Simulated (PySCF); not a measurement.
ClHSSe, SMILES S[Se]Cl. Geometry optimised at B3LYP-D3(BJ)/def2-TZVP. One conformer was computed; it need not be the lowest.

TDDFT-B3LYP/def2-SVPD (PySCF 2.14.0) puts the lowest singlet excitations at 2.89, 3.83, 4.48, 4.80, 5.01, 5.42 eV.

### Question
What are the lowest excitation roots from ADC(2)/aug-cc-pVDZ run with PySCF? (The exact figures need the calculation; the answer reports its results.)

### Answer
3.28, 4.27, 4.83, 5.28, 5.39, 5.76 eV. S1 differs by 0.40 eV (second minus first; roots are paired by order, and the bases may differ).
